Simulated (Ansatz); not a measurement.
System: sum formula SiBrF₂, charge -1, multiplicity 1. 
Coordinates optimised at B3LYP-D3(BJ)/def2-TZVP (Ansatz, an electronic-structure program):
```
Si
F 1 1.6597
F 1 1.6597 2 97.30
Br 1 2.5442 2 96.44 3 97.37
```
Charge -1, spin multiplicity 1.

Parts of the frozen-core correlation energy in STO-3G (Ansatz, hartree). Frozen orbitals: 21; correlated occupied orbitals by spin: 13 and 13; virtual: 3 and 3. No spin-orbit coupling. No relativistic terms.

| term | value |
|---|---|
| reference (HF) | -3026.30407 |
| MP2 opposite-spin | ? |
| MP2 same-spin | ? |
| CCSD correlation | -0.06914 |
| (T) | ? |
| FCI minus CCSD(T) | -0.00066 |
| T1 diagnostic | 0.012 |
| largest doubles amplitude | 0.074 |

### Question
Some entries are withheld; supply them.

### Answer

- MP2 opposite-spin, value: -0.04759
- MP2 same-spin, value: -0.00908
- (T), value: -0.00439
